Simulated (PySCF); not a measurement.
# A ladder of Hamiltonians for K⁷⁺ (potassium, charge +7)

Occupied: 1s1/2, 2s1/2, 2p1/2, 2p3/2, 3s1/2. Hartree-Fock calculated with PySCF 2.14 in an uncontracted even-tempered set (18 s from 0.14 bohr⁻², ratio 2.7; 13 p from 0.17 bohr⁻², ratio 2.7), Gaussian nucleus throughout. NR is non-relativistic, sf-X2C the spin-free one-electron X2C Hamiltonian, X2C adds the bare one-electron spin-orbit term, X2C-SNSO screens it by Boettger's factors, DC is four-component Dirac-Coulomb, and the Gaunt and Breit terms are added at first order (total energies over the DC spinors, levels after relaxing the spinors in that mean field). QED terms are absent. Levels marked empty are virtual spinors of this ion; the basis has s and p functions only, so 3d, which can lie below the n = 4 levels, is absent.

```json
{"Hamiltonian": "NR", "E (hartree)": "-583.1695"}
{"Hamiltonian": "sf-X2C", "E (hartree)": "-585.4623"}
{"Hamiltonian": "X2C", "E (hartree)": "-585.4652"}
{"Hamiltonian": "X2C-SNSO", "E (hartree)": "-585.4647"}
{"Hamiltonian": "DC", "E (hartree)": "-585.5248"}
{"Hamiltonian": "DC+Gaunt", "E (hartree)": "-585.3556"}
{"Hamiltonian": "DC+Breit", "E (hartree)": "-585.3685"}
```

```tsv
level (eV)	NR	sf-X2C	X2C	X2C-SNSO	DC	DC+Gaunt	DC+Breit
1s1/2	-3777.7	-3794.3	-3794.3	-3794.3	-3795.5	-3792.7	-3792.8
2s1/2	-530.00	-533.25	-533.25	-533.25	-533.35	-533.18	-533.19
2p1/2	-449.24	-449.55	-451.86	-451.61	-451.62	-451.31	-451.34
2p3/2	-449.24	-449.55	-448.42	-448.54	-448.59	-448.39	-448.42
3s1/2	-152.27	-152.87	-152.87	-152.87	-152.88	-152.85	-152.86
3p1/2 (empty)	-116.36	-116.44	-116.75	-116.72	-116.71	-116.67	-116.68
3p3/2 (empty)	-116.36	-116.44	-116.28	-116.30	-116.31	-116.28	-116.29
4s1/2 (empty)	-62.170	-62.348	-62.348	-62.348	-62.352	-62.343	-62.344
```

Problem. How large are the two-electron picture-change error of X2C and the Breit correction in the total energy?

Solution. X2C-1e lies 0.0596 hartree above Dirac-Coulomb; Gaunt adds 0.1692 and the full Breit term 0.1563 hartree.

```tsv
interval (eV)	X2C	X2C-SNSO	DC	DC+Gaunt	DC+Breit
2p3/2 − 2p1/2	3.441	3.077	3.030	2.922	2.922
3p3/2 − 3p1/2	0.4645	0.4153	0.4082	0.3925	0.3925
```

Weight of the small component: 1s1/2 0.00461, 2s1/2 0.000782, 2p1/2 0.000745, 2p3/2 0.000739, 3s1/2 0.000184, 3p1/2 0.000159, 3p3/2 0.000158, 4s1/2 6.90e-05.

Koopmans' value for the highest occupied level at DC+Breit: 152.86 eV, against an ionisation energy of 154.87 ± 0.05 eV (semi-empirical (NIST evaluation); NIST Atomic Spectra Database, ionization energies); the former lacks relaxation, correlation, QED and recoil.

The whole ladder took 52 s of wall time on 1 thread of Intel(R) Xeon(R) 6975P-C (shared host), launched as `OMP_NUM_THREADS=1 python relrun2.py TASK.json OUT` (a driver that calls PySCF for each Hamiltonian).
